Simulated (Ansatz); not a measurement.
H$_{3}$GaO$_{3}$, SMILES `[OH][Ga]([OH])[OH]` with one electron removed (charge 1, multiplicity 2), frozen-core CCSD(T)/cc-pVTZ // M06-2X/def2-TZVP (Ansatz, a program for electronic structure). The calculation was stopped at its time limit.

Ansatz 0.2 input:
```yaml
crystal:
  periodic: [false, false, false]
  atoms:
    - { symbol: O, position_ang: [1.773872, 0.02584, 0.148199] }
    - { symbol: Ga, position_ang: [0.000739, 0.002352, -0.001736] }
    - { symbol: O, position_ang: [-0.916337, 1.526846, 0.043451] }
    - { symbol: O, position_ang: [-0.85546, -1.545483, -0.197132] }
    - { symbol: H, position_ang: [2.200237, -0.833717, 0.114631] }
    - { symbol: H, position_ang: [-0.387658, 2.320857, 0.152047] }
    - { symbol: H, position_ang: [-1.810495, -1.479982, -0.270383] }
basis:
  gaussian: { orbitals: cc-pVTZ }
correlation:
  method: ccsd_t
total_charge: 1
magnetization:
  spin_polarized: true
  initial_magnetization: 1
```

The last lines of the output:

```
determinant -58488.17231637 eV, -2149.4006879195 hartree, with singles and doubles -58511.96025470 eV, -2150.2748785291 hartree
determinant -58488.17218043 eV, -2149.4006829239 hartree, with singles and doubles -58511.90303266 eV, -2150.2727756577 hartree
determinant -58487.70433463 eV, -2149.3834899079 hartree, with singles and doubles -58511.25323871 eV, -2150.2488961709 hartree
determinant -58487.23222078 eV, -2149.3661400438 hartree, with singles and doubles -58511.41114536 eV, -2150.2546991332 hartree
determinant -58487.23208320 eV, -2149.3661349880 hartree, with singles and doubles -58511.41110258 eV, -2150.2546975608 hartree
determinant -58486.24735921 eV, -2149.3299470487 hartree, with singles and doubles -58510.71951540 eV, -2150.2292822008 hartree
determinant -58485.68915996 eV, -2149.3094336047 hartree, with singles and doubles -58510.03919965 eV, -2150.2042810581 hartree
determinant -58489.07815300 eV, -2149.4339768017 hartree, with singles and doubles -58511.93892849 eV, -2150.2740948052 hartree
determinant -58489.07799852 eV, -2149.4339711246 hartree, with singles and doubles -58511.93879712 eV, -2150.2740899776 hartree
determinant -58489.07778147 eV, -2149.4339631483 hartree, with singles and doubles -58511.93860261 eV, -2150.2740828294 hartree
determinant -58488.34412401 eV, -2149.4070017339 hartree, with singles and doubles -58511.24183982 eV, -2150.2484772691 hartree
determinant -58488.34392076 eV, -2149.4069942645 hartree, with singles and doubles -58511.24160986 eV, -2150.2484688184 hartree
determinant -58488.17231637 eV, -2149.4006879195 hartree, with singles and doubles -58511.90314593 eV, -2150.2727798205 hartree
determinant -58489.07815300 eV, -2149.4339768017 hartree, with singles and doubles -58511.98698679 eV, -2150.2758609154 hartree
determinant -58489.07799852 eV, -2149.4339711246 hartree, with singles and doubles -58511.98686978 eV, -2150.2758566151 hartree
determinant -58489.07778147 eV, -2149.4339631483 hartree, with singles and doubles -58511.98668990 eV, -2150.2758500048 hartree
determinant -58488.17231637 eV, -2149.4006879195 hartree, with singles and doubles -58511.91384894 eV, -2150.2731731487 hartree
determinant -58488.17218043 eV, -2149.4006829239 hartree, with singles and doubles -58511.91373453 eV, -2150.2731689444 hartree
determinant -58487.23222078 eV, -2149.3661400438 hartree, with singles and doubles -58511.61905363 eV, -2150.2623396211 hartree
```
